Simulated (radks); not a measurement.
Values are calculated unless marked as measured or tabulated.
How relativity changes the ionisation of neutral palladium ([Kr] 4d10) to Pd+ ([Kr] 4d9). Spin-unpolarised spherical Kohn-Sham, PBE, point nucleus unless stated (finite: rms radius 4.5318 fm), a radial shooting solver on a logarithmic mesh with Libxc functionals. A level marked "c x" has the speed of light scaled by that factor and shares open shells by 2j + 1; other Dirac levels either fill j = l - 1/2 first or share by 2j + 1.

level,E(Pd) (hartree),E(Pd+) (hartree),IE (eV),HOMO,<r> HOMO (bohr)
non-rel.,-4939.79345,-4939.45340,9.253,4d,1.573
scalar-rel.,-5045.89144,-5045.55646,9.115,4d,1.590
"scalar-rel., finite nucleus",-5045.79436,-5045.45938,9.115,4d,1.590
"Dirac, 2j+1 shares",-5046.94088,-5046.60573,9.120,4d5/2,1.606
"Dirac, low j first",-5046.94088,-5046.61278,8.928,4d5/2,1.606
"Dirac, 2j+1 shares, finite nucleus",-5046.84357,-5046.50843,9.120,4d5/2,1.606
"Dirac, c x 1.25",-5006.96346,-5006.62667,9.165,4d5/2,1.594
"Dirac, c x 5",-4943.85528,-4943.51544,9.247,4d5/2,1.574
"Dirac, c x 100",-4939.80358,-4939.46353,9.253,4d5/2,1.573

NIST Atomic Spectra Database: 8.337 eV (measured). The relativistic part of the total energy of Pd is -107.1 hartree (Dirac, 2j+1 shares, finite nucleus), 2.2 % of the non-relativistic value. Spin polarisation and multiplet splitting of open shells are left out at every level.

Beside tabulated values, note that relativity, absent from the non-relativistic runs, is large for the heavy elements, and spin-unpolarised runs miss the spin-polarisation part of the exchange energy of open shells.
